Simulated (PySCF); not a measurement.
**Polarisability and C₆ of Br⁺ (bromine, charge +1)**

[Ar] 3d10 4s2 4p4, high-spin 3P determinant. Calculation: PySCF 2.14, in x2c-TZVPPall with one added diffuse shell each of s, p, d type (7s6p5d1f, 57 functions); the spin-free X2C one-electron Hamiltonian (Gaussian nucleus). Coupled (time-dependent) response in atomic units; α is the mean over directions.

```csv
method,mean α (bohr³),"α xx, yy, zz",C₆ (like pair),S(−4)
HSE06,12.48,"12.09, 13.26, 12.09",76.56,32.94
```

S(−4) is the Cauchy moment in α(ω) = α(0) + S(−4) ω² + …

Spin-orbit coupling is absent.

α(iu) at HSE06:

| u (hartree) | α(iu) (bohr³) |
| --- | --- |
| 0 | 12.48 |
| 0.0500 | 12.40 |
| 0.100 | 12.16 |
| 0.200 | 11.31 |
| 0.300 | 10.15 |
| 0.500 | 7.743 |
| 0.750 | 5.396 |
| 1.00 | 3.849 |
| 1.50 | 2.176 |
| 2.00 | 1.385 |
| 3.00 | 0.7077 |
| 5.00 | 0.2940 |

A single London oscillator, α(iu) = α/(1 + u²/ω²), gives C₆ = (3/4) ω α². Matching the computed C₆ needs ω = 4 × 76.56 / (3 × 12.48²) = 0.655 hartree.

For an ion, C₆ is the dispersion term alone; charge-induced terms of lower order in 1/R come first.

The components differ because the open shell of this determinant is not spherical; for a pure term their mean is the scalar polarisability.
